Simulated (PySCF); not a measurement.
# Two-component Hartree-Fock for Kr²⁶⁺ (krypton, charge +26)

Start: [Ne]. Calculated with PySCF 2.14 in an uncontracted even-tempered set (18 s from 1.9 bohr⁻², ratio 2.6; 13 p from 2.5 bohr⁻², ratio 2.6; 6 d from 2.6 bohr⁻², ratio 2.8; 3 f from 68 bohr⁻², ratio 2.8): generalised Hartree-Fock with the X2C-1e Hamiltonian and a Gaussian nucleus; spin-orbit coupling (SO) screened by Boettger's factors.

```
spinor shell  electrons  ε, screened SO (eV)  weight of nominal j (screened SO)  rms radius, screened SO (bohr)
       1s1/2          2             -15691.2                              1.000                          0.0477
       2s1/2          2              -3167.2                              1.000                           0.194
       2p1/2          2              -2986.2                              1.000                           0.170
       2p3/2          4              -2929.3                              1.000                           0.173
```

```csv
quantity,screened SO
E (hartree),-2325.97981
M_J,0
⟨J²⟩,0.000
⟨L²⟩,0.002
⟨S²⟩,0.002
```
